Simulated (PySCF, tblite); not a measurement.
A set of runs on `N(/C)=C\C(=O)[CH]S` [radical]; the geometry of each is named by its level. Settings lines and outputs come from a driver script.

Compound: C4H6NOS (doublet state).
Atom-mapped SMILES: `[CH3:1]/[N:2]=[CH:3]/[C:4](=[O:5])[CH:6][SH:7]` (hydrogens: H8, H9, H10 on C1; H11 on C3; H12 on C6; H13 on S7)

Step 1: GFN2-xTB geometry optimisation, gas phase (tblite 0.8.0) (from a force-field or distance-geometry start)
```json
{"job": {"kind": "relax", "xc": "GFN2-xTB", "basis": "xTB"}, "charge": 0, "multiplicity": 2}
```
```
step      E/eV     max force
  0    -592.22027    2.815
  1    -592.32642    2.108
  2    -592.38529    0.623
...
 19    -592.49508    0.019
 20    -592.49511    0.017
 21    -592.49515    0.018
 22    -592.49517    0.013
 23    -592.49519    0.009
```

Energy lowered by 6.3 kcal/mol over 23 steps; largest atomic force 0.009 eV/Å at the end. «max force» is the largest atomic force in eV/Å.

Hardware: an Arm Neoverse V2 with one thread, no GPU, shared host with 192 logical CPUs at a one-minute load of 90. Cost: 0.11 s wall.

Step 2: GFN2-xTB harmonic vibrations, gas phase (tblite 0.8.0) (on the GFN2-xTB geometry)
```json
{"job": {"kind": "ir", "xc": "GFN2-xTB", "basis": "xTB"}, "charge": 0, "multiplicity": 2}
```
```
(table of modes left out)
```

33 modes from 88 to 3164 cm⁻¹ (unscaled, harmonic); zero-point energy 56.4 kcal/mol; all wavenumbers are real at this level.

On an Arm Neoverse V2 with one thread (shared host), this took 0.29 s wall.

Step 3: UKS B3LYP, pcH-1 on C H N O S, non-relativistic, mean-field spin-orbit, GIAO (PySCF 2.14.0) (on the GFN2-xTB geometry)
```json
{"job": {"kind": "epr", "basis": "pcH-1"}, "charge": 0, "multiplicity": 2}
```
```
...
E = -684.16745507 Eh   <S^2> = 0.7562 (exact 0.7500)
g shifts (ppm)      1          2          3
  rmc          -217       -217       -217
  gc             -6         44         44
  oz_so         -26       4567       9802
  total        -249       4395       9630
hyperfine (MHz)  atom isotope    a_iso     a_fc   dipolar eigenvalues
    0   13C      -2.49      -2.49     -0.43     -0.09      0.52
    1   14N       2.47       2.47     -2.98     -2.50      5.49
    2   13C      -8.13      -8.13     -4.49      1.74      2.75
    3   13C     -18.23     -18.23     -5.60     -1.61      7.21
    4   17O     -17.44     -17.05    -75.70     37.70     38.00
    5   13C      39.74      39.49    -42.76    -42.43     85.19
    6   33S       7.40       7.61    -27.81    -25.03     52.83
    7    1H      -0.00      -0.00     -0.80     -0.68      1.48
    8    1H       8.92       8.92     -0.93     -0.72      1.65
    9    1H       8.97       8.97     -0.93     -0.71      1.65
   10    1H       0.51       0.51     -2.17     -0.75      2.91
   11    1H     -34.90     -34.97    -20.01     -2.39     22.40
   12    1H     -10.96     -10.98     -3.95     -1.31      5.27
```

⟨S²⟩ 0.756; g_iso 2.0069. rmc, gc and oz_so are the mass-correction, gauge-correction and orbital-Zeeman/spin–orbit parts of the g shift along its three principal axes; a_iso is the isotropic hyperfine coupling and a_fc its Fermi-contact part. The log counts atoms from 0, this text from 1.

The run took 54 s wall (with the writing of density and orbital grids) on Arm Neoverse V2, one thread, shared host with 192 logical CPUs at a one-minute load of 76, and the process peaked at 0.87 GiB of memory.

Geometry of the electronic-property runs (GFN2-xTB):
```
atom  x, y, z in Å
C1    -2.4377   -0.0676    0.2569
N2    -1.0783   -0.0703   -0.1637
C3    -0.1574    0.2222    0.6477
C4     1.2533    0.2260    0.2364
O5     2.1684    0.5129    1.0293
C6     1.5475   -0.1122   -1.1147
S7     3.1846   -0.0923   -1.5367
H8    -2.5780    0.2063    1.3110
H9    -2.9863    0.6276   -0.3806
H10   -2.8481   -1.0627    0.0776
H11   -0.3305    0.4900    1.6983
H12    0.7936   -0.3662   -1.8338
H13    3.4647    0.2781   -0.2452
```

 (This holds for the electronic-property runs.)

One conformer stands for the species.
